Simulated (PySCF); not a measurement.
## How methods differ on the excitation energy of Sb

Sb [Kr] 4d10 5s2 5p3 (4S) → Sb [Kr] 4d10 5s1 5p3 5d1 (6D), as a difference of total energies. All numbers are calculated (PySCF 2.14, a scalar-relativistic core potential, in aug-cc-pVTZ-PP with one added diffuse shell each of d, f type with ECP28MDF (6s5p5d3f, 67 functions)). Correlated levels: valence: 4s2 4p6 4d10 frozen. The calculations carry no spin-orbit coupling.

| method | excitation energy (eV) |
| --- | --- |
| UHF | 10.773 |
| MP2 (valence) | 11.864 |
| SCS-MP2 (valence) | 12.192 |
| CCSD (valence) | 12.018 |
| CCSD(T) (valence) | 12.076 |

How much does correlation contribute at CCSD(T) (valence)?

12.076 − (10.773) = 1.303 eV, measured against UHF.

The upper state lies above the first ionisation limit, but in LS coupling its spin forbids autoionisation to the ground ion; at this Z spin-orbit coupling breaks that rule.

The promoted electron is Rydberg-like, and one or two diffuse shells describe it only roughly, which tends to raise the upper state.
